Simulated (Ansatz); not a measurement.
Wavefunction ladder for `N=CBN`

Z-matrix (Å, degrees):
```
C
B 1 1.572
N 1 1.273 2 120.7
H 1 1.106 2 118.7 3 180.0
N 2 1.388 1 118.9 3 -179.9
H 2 1.194 1 121.2 3 0.1
H 3 1.022 1 111.4 2 180.0
H 5 1.005 2 123.2 1 180.0
H 5 1.007 2 123.3 1 0.0
```

Charge 0, multiplicity 1. All single points use the PBE0-D4/def2-TZVP geometry. It is one conformer, not always the lowest. Frozen core, restricted reference, Ansatz. CBS rows extrapolate triple and quadruple zeta; past MP2 they add the triple-zeta difference.

```csv
basis,HF (Eh),MP2 corr.
def2-SVP,-174.25058,-0.54764
def2-TZVPP,-174.45392,-0.67366
def2-QZVPP,-174.46227,-0.71962
```

(1) Estimate the CCSD correlation energy and the (T) correction in each basis where they were run (hartree).

Results:

(1) 
| basis | CCSD corr. | (T) |
| --- | --- | --- |
| def2-SVP | -0.58707 | -0.01915 |
| def2-TZVPP | -0.70364 | -0.03021 |
| CBS(def2) | -0.78365 | as TZ |
